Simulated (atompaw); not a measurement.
## Plane-wave convergence, PAW (atompaw) potential for Tm

```json
{
  "Element": "thulium (Tm)",
  "Generator": "atompaw 4.2.0.5",
  "Type": "PAW",
  "Functional": "PBEsol",
  "Relativity": "scalar-relativistic",
  "Frozen core": "[Kr] 4d10",
  "Valence charge": "23",
  "Reference configuration": "4f13 5s2 5p6 5d0 6s2 6p0",
  "Partial waves": "5s (bound): rc 1.75 bohr; 6s (bound): rc 3.00 bohr; 5p (bound): rc 1.70 bohr; 6p (bound, empty): rc 3.00 bohr; 5d (bound, empty): rc 3.00 bohr; 5d channel at 0.8 Ry: rc 2.80 bohr; 4f (bound): rc 1.10 bohr; 4f channel at 3.45 Ry: rc 1.10 bohr",
  "Local potential": "troulliermartins scheme with l = 4 at 0 Ry, radius 3.00 bohr",
  "Core correction": "smooth core density matched at 2.75 bohr",
  "Augmentation charge": "sinc compensation charge, radius 2.40 bohr; PAW radius 3.00 bohr; waves and projectors: custom polynom vanderbiltortho"
}
```

The pseudo-atom Hamiltonian at the reference potential is diagonalised in spherical Bessel functions j_l(qr) that vanish at 20 bohr, with q² up to the cutoff. All-electron valence levels (Ry): 5s -3.9267, 6s -0.2862, 5p -1.9800, 6p -0.0808, 5d -0.0591, 4f -0.2309.

Question: How do the lowest levels (Ry) of each channel move with the cutoff, and are there ghosts?

Answer:

```
cutoff (Ry)     s #1     s #2     p #1     p #2    p #3     d #1     f #1  Σ f·Δε (mRy)
          8  -3.8513  -0.2861  -1.3371  -0.0807  0.0497  -0.0574   0.0987        8293.6
         18  -3.9262  -0.2862  -1.9767  -0.0808  0.0496  -0.0591   0.0987        4305.7
         35  -3.9267  -0.2862  -1.9799  -0.0808  0.0496  -0.0591   0.0987        4285.3
         55  -3.9267  -0.2862  -1.9800  -0.0808  0.0496  -0.0591   0.0986        4283.9
         90  -3.9267  -0.2862  -1.9800  -0.0808  0.0496  -0.0591  -0.2120         245.4
        140  -3.9267  -0.2862  -1.9800  -0.0808  0.0496  -0.0591  -0.2261          63.0
        230  -3.9267  -0.2862  -1.9800  -0.0808  0.0496  -0.0591  -0.2306           4.6
        400  -3.9267  -0.2862  -1.9800  -0.0808  0.0496  -0.0591  -0.2309           0.0
```

Result: no extra level below or beside the all-electron valence levels (s, p, d, f tested); 10 mRy is reached at 180 Ry and 1 mRy at 300 Ry.
